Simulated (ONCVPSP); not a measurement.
## What the settings do to the ONCV potential of Pd

Base potential:

| Item | Value |
| --- | --- |
| Element | palladium |
| Generator | ONCVPSP 4.0.1 |
| Type | optimised norm-conserving Vanderbilt (ONCV) |
| Functional | PBE |
| Relativity | scalar-relativistic |
| Frozen core | [Ar] 3d10 |
| Valence charge | 18 |
| Reference configuration | 4s2 4p6 4d9 5s1 |
| Partial waves | 4s+5s: rc 1.70 bohr, ncon 3, nbas 7, qcut 5.8 1/bohr, 2 projectors; 4p: rc 0.95 bohr, ncon 5, nbas 8, qcut 10.3 1/bohr, 1 projector; 4d: rc 1.85 bohr, ncon 4, nbas 8, qcut 9.8 1/bohr, 2 projectors, debl 0.5 Ha |
| Local potential | polynomial inside 0.90 bohr (lpopt 5, dvloc0 4 Ha) |
| Core correction | polynomial model core, fcfact 0.3 |

All-electron outer shells of the reference configuration (PBE, scalar-relativistic, ld1.x):

| shell | level (eV) | outermost node (bohr) | outermost maximum (bohr) |
| --- | --- | --- | --- |
| 3d | -329.06 | – | 0.28 |
| 4s | -88.72 | 0.45 | 0.85 |
| 4p | -54.47 | 0.46 | 0.91 |
| 4d | -6.69 | 0.45 | 1.09 |
| 5s | -4.35 | 1.15 | 2.58 |

Cutoffs, loose and tight: the cutoffs (Ha) at which the residual kinetic energy of the hardest occupied pseudo-wave falls to 1 and 0.1 mHa per electron. They do not see the model core or the augmentation charge, which bear on the density cutoff. Test errors are all-electron minus pseudo excitation energies from the reference, over the configurations 4s2 4p6 4d10 5s0; 4s2 4p6 4d9 5s0; 4s2 4p6 4d8 5s0; 4s2 4p6 4d8 5s1. A dash means not determined; rows that change the core or the reference have their own tests.

| change | outcome | cutoff, loose | cutoff, tight | bound ghosts | GHOST(+) flags above zero | largest test error (meV) |
| --- | --- | --- | --- | --- | --- | --- |
| base | generated | 49 Ha | 201 Ha | none | s, d | -4.6 |
| d: rc 1.34 | generated | 49 Ha | 201 Ha | none | s | -3.9 |
| d: rc 1.54 | generated | 49 Ha | 201 Ha | none | s | -3.8 |
| d: rc 1.92 | generated | 49 Ha | 201 Ha | none | s | -3.9 |

Q: What comes out with this change to the base: d: rc 2.62?

A: outcome: generated; cutoff, loose: 49 Ha; cutoff, tight: 201 Ha; bound ghosts: none; GHOST(+) flags above zero: s; largest test error (meV): +7.1.

Q: What comes out with this change to the base: d: rc 2.14?

A: outcome: generated; cutoff, loose: 49 Ha; cutoff, tight: 201 Ha; bound ghosts: none; GHOST(+) flags above zero: s; largest test error (meV): +3.4.

Q: What comes out with this change to the base: d: rc 2.38?

A: outcome: failed: ERROR pspot: first pseudo wave function has node, program will stop. Cause: the optimised pseudo-wave of the first projector has a node, so the radial equation cannot be inverted for a potential.

Reading the sweep of the d radius (base included, trends over the rows without a ghost): The loose cutoff stays near 49 Ha. The median size of the test errors (rows with all tests solved) stays near 2.6 meV. The generation fails at 2.38 bohr.
